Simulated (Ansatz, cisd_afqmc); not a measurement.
System: BH₂Br, charge 0, singlet. BH2Br (SMILES BBr).
B3LYP-D3(BJ)/def2-TZVP minimum from Ansatz (a first-principles code):
```
B
H 1 1.1835
H 1 1.1835 2 124.48
Br 1 1.9031 2 117.76 3 -180.00
```
Charge 0, spin multiplicity 1.

Atomisation energy term by term, kcal/mol (programs: Ansatz, cisd_afqmc). UHF or UKS for unpaired electrons; spin-orbit terms are left out. Cores are frozen in correlated methods (noble-gas shells, and filled d and f shells in the p block). No relativity. The Monte Carlo rows (phaseless AFQMC, CISD trial, step 0.005/hartree) carry one-sigma bars that omit the constraint's bias. Outlying blocks are dropped, and bars are widened where a walk drifts. Over all cases where full CI ran beside it in this data, AFQMC minus full CI had a median of +0.1 mEh and passed +0.4 mEh in a tenth of the cases. CBS(X,Y): correlation extrapolated as X^-3, Hartree-Fock from the larger set (Q,5: extrapolated as (X+1)exp(-9√X)). A bracket is a step between two methods taken in the basis named. For partners of very few electrons the exact lower level stands in for a higher one. Spin-orbit terms, left out, reach several kcal/mol for Br and I, and more for heavier atoms.

```
term                               basis  kcal/mol
------------------  --------------------  --------
Hartree-Fock        CBS(cc-pVQZ,cc-pV5Z)    225.24
CCSD correlation    CBS(cc-pVQZ,cc-pV5Z)     53.09
(T)                 CBS(cc-pVQZ,cc-pV5Z)      3.68
CCSDT(Q) - CCSD(T)               cc-pVQZ      0.08
CCSDTQ - CCSDT(Q)                cc-pVDZ     -0.02
sum: De                                      282.1
```

The step beyond CCSD(T) by other levels: CCSDTQ in cc-pVDZ 0.19; AFQMC/CISD in cc-pVDZ 0.19 ± 0.11; CCSDT(Q) in cc-pVDZ 0.21; CCSDT(Q) in cc-pVTZ 0.12 kcal/mol.
